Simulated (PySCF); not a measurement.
Geometry:
| atom | x (Å) | y (Å) | z (Å) |
| --- | --- | --- | --- |
| C1 | -2.802 | -0.765 | -0.357 |
| C2 | -1.937 | 0.250 | -0.234 |
| C3 | -0.477 | 0.163 | -0.107 |
| C4 | 0.220 | -1.057 | -0.109 |
| C5 | 1.604 | -1.089 | 0.015 |
| C6 | 2.328 | 0.098 | 0.144 |
| C7 | 1.653 | 1.317 | 0.148 |
| C8 | 0.267 | 1.346 | 0.023 |
| H9 | -3.874 | -0.576 | -0.444 |
| H10 | -2.484 | -1.811 | -0.376 |
| H11 | -2.336 | 1.270 | -0.222 |
| H12 | -0.329 | -1.996 | -0.209 |
| H13 | 2.126 | -2.049 | 0.011 |
| H14 | 3.416 | 0.070 | 0.242 |
| H15 | 2.209 | 2.252 | 0.248 |
| H16 | -0.259 | 2.305 | 0.026 |

Geometry: PBE0-D3(BJ)/def2-SVP; GIAO shifts from PySCF, gas phase, non-relativistic, averaged over equivalent atoms.

At OPBE/pcSseg-1 (176 basis functions, 33 s wall time on 1 thread of an x86-64 server CPU, shared host):
```json
{"atoms": "C2", "δ (ppm)": "137.2"}
{"atoms": "C3", "δ (ppm)": "131.9"}
{"atoms": "C5/C7", "δ (ppm)": "126.1"}
{"atoms": "C6", "δ (ppm)": "125.9"}
{"atoms": "C4/C8", "δ (ppm)": "123.9"}
{"atoms": "C1", "δ (ppm)": "112.5"}
{"atoms": "H12/H16", "δ (ppm)": "7.48"}
{"atoms": "H13/H15", "δ (ppm)": "7.40"}
{"atoms": "H14", "δ (ppm)": "7.29"}
{"atoms": "H11", "δ (ppm)": "6.64"}
{"atoms": "H10", "δ (ppm)": "6.19"}
{"atoms": "H9", "δ (ppm)": "5.53"}
```

δ = σ(ref) − σ, references computed at the same level: $^{13}$C (σ = 185.13 ppm) and $^{1}$H (σ = 31.23 ppm) against TMS.

Question: What do these become at PBE0/pcSseg-1?

Answer: 
```
  atoms  δ at PBE0/pcSseg-1  change
     C2               144.9    +7.7
     C3               141.1    +9.2
  C5/C7               134.0    +7.9
     C6               133.8    +7.9
  C4/C8               131.7    +7.8
     C1               118.8    +6.3
H12/H16                7.54   +0.06
H13/H15                7.43   +0.03
    H14                7.32   +0.03
    H11                6.63   -0.01
    H10                6.22   +0.03
     H9                5.54   +0.01
```

Chemical shifts δ = σref − σ; $^{13}$C (σ = 184.41 ppm), $^{1}$H (σ = 31.27 ppm) vs TMS, all at this level.

The largest change is at C3 (substituted aromatic carbon). Cost: 176 basis functions, 17 s wall time on 1 thread of an x86-64 server CPU, shared host. The order of the carbon signals is the same at both levels.
